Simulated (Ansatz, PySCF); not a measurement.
CH2F3Ga, SMILES F[C](F)(F)[GaH2]. Atoms are numbered in the order given.

```xyz
7

Ga     0.8596     0.3055     0.7348
C     -0.6054    -0.2637    -0.5376
F     -1.4343     0.7351    -0.8824
F     -1.3746    -1.2555    -0.0600
F     -0.0491    -0.7193    -1.6809
H      1.4363    -0.7824     1.6965
H      1.3520     1.7856     0.6458
```

Coordinates come from a PBE0-D3(BJ)/def2-SVP optimisation. The structure was generated by enumeration; whether it is a known compound was not checked.

Two levels are set side by side: PBE-D3(BJ)/def2-SVP (Ansatz, a quantum-chemistry and plane-wave program) and PBE0-D3(BJ)/def2-SVP (Ansatz). Each level has its own optimised geometry; the coordinates shown are those of the second. Frequencies come from the Hessian of PySCF at each geometry. Differences are taken from unrounded values.

```tsv
quantity	PBE0-D3(BJ)
mean bond length (Å)	1.531
bond Ga1–C2 (Å)	2.022
bond C2–F3 (Å)	1.343
bond C2–F4 (Å)	1.343
bond C2–F5 (Å)	1.351
bond Ga1–H6 (Å)	1.562
bond Ga1–H7 (Å)	1.562
highest harmonic wavenumber (cm⁻¹)	2022
mean harmonic wavenumber (cm⁻¹)	789
zero-point energy (kcal/mol)	16.92
```

### Question
What does PBE-D3(BJ) give, and how far is it from PBE0-D3(BJ)? (The exact figures need the calculation; the answer reports its results.)

### Answer

```json
[
 {"quantity": "mean bond length (Å)", "PBE-D3(BJ)": "1.545", "PBE-D3(BJ) minus PBE0-D3(BJ)": "0.014"},
 {"quantity": "bond Ga1–C2 (Å)", "PBE-D3(BJ)": "2.031", "PBE-D3(BJ) minus PBE0-D3(BJ)": "0.009"},
 {"quantity": "bond C2–F3 (Å)", "PBE-D3(BJ)": "1.359", "PBE-D3(BJ) minus PBE0-D3(BJ)": "0.017"},
 {"quantity": "bond C2–F4 (Å)", "PBE-D3(BJ)": "1.359", "PBE-D3(BJ) minus PBE0-D3(BJ)": "0.017"},
 {"quantity": "bond C2–F5 (Å)", "PBE-D3(BJ)": "1.371", "PBE-D3(BJ) minus PBE0-D3(BJ)": "0.020"},
 {"quantity": "bond Ga1–H6 (Å)", "PBE-D3(BJ)": "1.574", "PBE-D3(BJ) minus PBE0-D3(BJ)": "0.012"},
 {"quantity": "bond Ga1–H7 (Å)", "PBE-D3(BJ)": "1.574", "PBE-D3(BJ) minus PBE0-D3(BJ)": "0.012"},
 {"quantity": "highest harmonic wavenumber (cm⁻¹)", "PBE-D3(BJ)": "1950", "PBE-D3(BJ) minus PBE0-D3(BJ)": "-72"},
 {"quantity": "mean harmonic wavenumber (cm⁻¹)", "PBE-D3(BJ)": "750", "PBE-D3(BJ) minus PBE0-D3(BJ)": "-39"},
 {"quantity": "zero-point energy (kcal/mol)", "PBE-D3(BJ)": "16.08", "PBE-D3(BJ) minus PBE0-D3(BJ)": "-0.84"}
]
```

GGA bonds tend to be longer and softer than those of functionals with exact exchange. Differences between two approximate levels are no errors against the true value.
